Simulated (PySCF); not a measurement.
# How methods differ on the excitation energy of O²⁺

O²⁺ [He] 2s2 2p2 (3P) → O²⁺ [He] 2s1 2p3 (5S), as a difference of total energies. All numbers are calculated (PySCF 2.14, the non-relativistic Hamiltonian (point nucleus), in dyall-acv3z). Correlated levels: valence: 1s2 frozen; virtual orbitals above 40 to 60 times the deepest correlated orbital energy dropped. The calculations carry no spin-orbit coupling.

```tsv
method	excitation energy (eV)
UHF	5.475
MP2 (valence)	6.847
SCS-MP2 (valence)	7.478
CCSD (valence)	7.298
CCSD(T) (valence)	7.333
```

Task: How much does correlation contribute at CCSD(T) (valence)?

Result: 7.333 − (5.475) = 1.858 eV, measured against UHF.

A first-order spin-orbit estimate (lowest level to lowest level, LS coupling) adds 0.027 eV.
